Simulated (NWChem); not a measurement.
Species: GaBr2, doublet; SMILES [Ga]([Br])[Br]

```xyz
3

Ga     0.0000     0.0000     0.8047
Br    -2.0101     0.0000    -0.3524
Br     2.0101     0.0000    -0.3524
```
Atoms are numbered in this order, from 1.

Level: PBE0/def2-SVP, spin-unrestricted (NWChem), optimised geometry, unscaled harmonic frequencies. In the optimisation the excess spin sits in a1 (C2v, its own frame). This build's default masses of Se (78.918 u) and Br (79.917 u) are each other's, which moves their modes by up to 0.6 %. This spin state was assumed; another may lie lower.

```
frequency (cm⁻¹)  IR intensity (km/mol)
----------------  ---------------------
78                                  1.4
252                                12.8
318                                66.1
```

The zero-point energy is 0.9 kcal/mol, the thermal correction to the enthalpy at 298.15 K (with zero-point energy) is 4.3 kcal/mol and the heat capacity Cv is 11.3 cal/(mol K). The entropy at 298.15 K and 1 atm (symmetry number 2, electronic part: spin degeneracy alone) comes out as 77.8 cal/(mol K). The dipole moment comes out as 1.49 D.

Rigid rotor and harmonic oscillator; modes under 100 cm⁻¹ make the entropy uncertain.
